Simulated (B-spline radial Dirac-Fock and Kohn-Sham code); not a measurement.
**Photoemission from Cl at 1500 eV, detector at θ = 54.7°, φ = 180°**

System: neutral chlorine, [Ne] 3s2 3p5. These are calculated numbers from a B-spline atomic structure program; the model is Dirac-Hartree-Slater photoionisation with a Latter tail; cross sections with all multipoles, angular parameters from the dipole term and its interference with E2. Thresholds are tabulated edges, those marked * orbital energies of the model. For linearly polarised light dσ/dΩ = σ/(4π) [1 + β P₂(cos θ) + (δ + γ cos²θ) sin θ cos φ], with θ from the polarisation vector and φ the angle between the beam and the projection of the electron momentum on the plane normal to the polarisation. The dipole factor is 1 + βP₂ and the non-dipole term is the rest of the bracket. Open shells are filled statistically over j.

```csv
subshell,threshold (eV),σ (kb),β,γ,δ,dipole factor,non-dipole term,dσ/dΩ (kb/sr)
2s,270.0,22.7,2.00,0.23,0.000,1.002,-0.063,1.70
2p1/2,202.0,10.2,1.21,0.56,0.049,1.001,-0.194,0.652
2p3/2,200.0,19.8,1.21,0.57,0.049,1.001,-0.194,1.27
3s,24.17*,2.45,2.00,0.30,0.000,1.002,-0.081,0.179
3p1/2,11.85*,0.628,1.16,0.57,0.047,1.001,-0.194,0.0403
3p3/2,11.72*,1.22,1.17,0.57,0.047,1.001,-0.195,0.0785
```
